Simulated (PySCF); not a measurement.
Al(H)2(SH) (AlH3S), SMILES [AlH2][SH].

Geometry optimised at PBE0-D3(BJ)/def2-TZVP.

The numbers are results of PBE0-D3(BJ)/def2-TZVP run with PySCF, not measurements.

Frequencies are harmonic and unscaled.

Computed normal modes with their intensities:
```tsv
mode	ν (cm⁻¹)	IR (km/mol)	Raman (Å⁴/amu)	depolarisation	moving atoms (share of kinetic energy)
1	368	11.1	0.7	0.75	H 98 %
2	421	51.8	1.9	0.52	H 94 %
3	498	28.6	18.4	0.21	Al 48 %, S 45 %
4	582	168.1	0.0	–	H 88 %, Al 12 %
5	685	11.9	4.4	0.74	H 89 %
6	767	288.0	4.8	0.57	H 92 %
7	1942	115.2	239.6	0.08	H 98 %
8	1961	208.0	74.3	0.45	H 95 %
9	2712	1.7	105.3	0.25	H 97 %
```
